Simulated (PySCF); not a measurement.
**Diatomics of I with the alkaline earths**

MP2 with triple-zeta basis sets in PySCF, for the lowest determinant that a PBE0 search found; no spin–orbit coupling. De refers to high-spin ground-configuration atoms.

```
 M         basis  reference, frozen orbitals  state (unpaired electrons)  Re (Å)  ωe (cm⁻¹)  De (eV)
Be    def2-TZVPP                      UHF, 4               doublet (σ ↑)   2.194        609     2.81
Mg  x2c-TZVPPall                     UHF, 19               doublet (σ ↑)   2.580        321     2.40
Ca    def2-TZVPP                      UHF, 9               doublet (σ ↑)   2.864        234     3.09
Sr    def2-TZVPP                      UHF, 4               doublet (σ ↑)   3.007        168     3.14
```

The shortest bond is that of BeI (2.194 Å), the longest that of SrI (3.007 Å).

The rows differ in basis set, which adds steps of its own.

Down a group the atoms grow and get heavier, so bonds lengthen and wavenumbers fall; this series shows no clear exception.

Correlated steps freeze the inner cores (4 to 19 orbitals); shallow outer-core shells are correlated. Spin–orbit coupling is left out, which matters for elements this heavy, above all for dissociation energies. States were picked by a PBE0 search and need not be the measured ground states.
